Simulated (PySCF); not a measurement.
PySCF job for B(Br)(vinyl)(OH) (C₂H₄BBrO), SMILES C=CB(O)Br, HF/pcSseg-1. Coordinates come from a ωB97X-D3(BJ)/def2-SVP optimisation. Other conformers were not sampled.

```python
import numpy as np
from pyscf import gto, scf, dft
from pyscf.prop.nmr import rhf as nmr

mol = gto.M(
    atom='''
    B    -0.31173258    0.56018252    0.00000000
    Br    0.19112127   -1.31788287   -0.00000000
    C     0.79049013    1.65906719    0.00000000
    C     0.46915726    2.96064715   -0.00000000
    H     1.84737355    1.36958676    0.00000000
    H     1.22883915    3.75094597    0.00000000
    H    -0.57838625    3.28324345    0.00000000
    O    -1.62207917    0.88528587   -0.00000000
    H    -2.20965882    0.12063874    0.00000000
    ''',
    basis='pcSseg-1',
    charge=0,
    spin=0,
    max_memory=1600,
    verbose=3,
)
mf = scf.RHF(mol)
mf.conv_tol = 1e-10
mf.max_cycle = 100
mf.kernel()
n = nmr.NMR(mf)
n.verbose = 2
n.max_cycle_cphf = 60
sigma = n.kernel()
print('atom   isotropic/ppm   span/ppm')
for i, s in enumerate(sigma):
    w = np.linalg.eigvalsh((s + s.T) / 2)
    print(f'{mol.atom_symbol(i):2s}{i + 1:3d} {w.mean():14.3f} {w[2] - w[0]:11.3f}')
```

It prints:

```
converged SCF energy = -2749.78758942329
atom   isotropic/ppm   span/ppm
B   1         72.078      42.018
Br  2       2529.740     734.992
C   3         53.816     248.619
C   4         38.889     282.810
H   5         25.596       7.624
H   6         25.147       7.543
H   7         24.778       9.214
O   8        187.420     198.785
H   9         26.590      15.839
```

The run converged.

Cost: about 27 core-seconds (a rough figure).
